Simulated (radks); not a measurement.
These are the eigenvalues of the occupied orbitals of an atom or ion with whole-number occupations (Ry). Method: scalar-relativistic Kohn-Sham, PBEsol, spin-polarised, spherical densities, point nucleus; computed with a radial shooting solver on a logarithmic mesh with Libxc functionals.

1s up: -979.7264
1s down: -979.7094
2s up: -128.8694
2s down: -128.8595
2p up: -113.8839
2p down: -113.8678
3s up: -19.04308
3s down: -19.02167
3p up: -14.31252
3p down: -14.28794
3d up: -6.48212
3d down: -6.44924
4s up: -2.98004
4s down: -2.74027
4p up: -1.97991
6d up: -0.16519

Which element is it, and in what charge state? The configuration may be excited. Open shells, if any, are filled with parallel spins first.

Answer. Z = 35, bromine, charge +1: Br+ in [Ar] 3d10 4s2 4p3 6d1. The list shows which subshells hold electrons but not how many an open one holds; the 1s level, -489.86 hartree, gives Z - s = 31.3 by -(Z - s)^2/2, which with screening and relativity narrows Z to a few neighbours, and the depths of the outer levels then fix element, charge and occupations together.
